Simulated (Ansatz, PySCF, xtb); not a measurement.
Complex: HF (SMILES F) (first 2 atoms) with HBr (SMILES Br); geometry from B3LYP-D3(BJ)/def2-TZVP.
(charge 0, multiplicity 1):
```json
[
 {"atom": "F", "x (Å)": "-0.3622", "y (Å)": "0.1354", "z (Å)": "0.3694"},
 {"atom": "H", "x (Å)": "-0.2203", "y (Å)": "-0.7743", "z (Å)": "0.2652"},
 {"atom": "Br", "x (Å)": "-0.0421", "y (Å)": "0.9218", "z (Å)": "3.7399"},
 {"atom": "H", "x (Å)": "-0.2140", "y (Å)": "0.8103", "z (Å)": "2.3247"}
]
```

Counterpoise-corrected where a basis set is named; no monomer relaxation.

Rows in 6-31G* carry no dispersion term and start afresh at each structure (6-31G* with six Cartesian d functions); the Pople sets are all-electron and without relativity.

Codes used: Ansatz (a first-principles code) with Gaussian orbitals; PySCF for 6-31G* rows; xtb for the GFN methods. Values without a source in brackets are computed.

Q: One of these levels gives -9.5 kJ/mol for the interaction energy. Which?
A) GFN-FF
B) revPBE/def2-TZVPPD
C) SVWN5/def2-TZVPPD
D) HF/6-31G*

A: A, GFN-FF. The others give -6.8 (HF/6-31G*), -18.2 (SVWN5/def2-TZVPPD), -4.4 (revPBE/def2-TZVPPD)
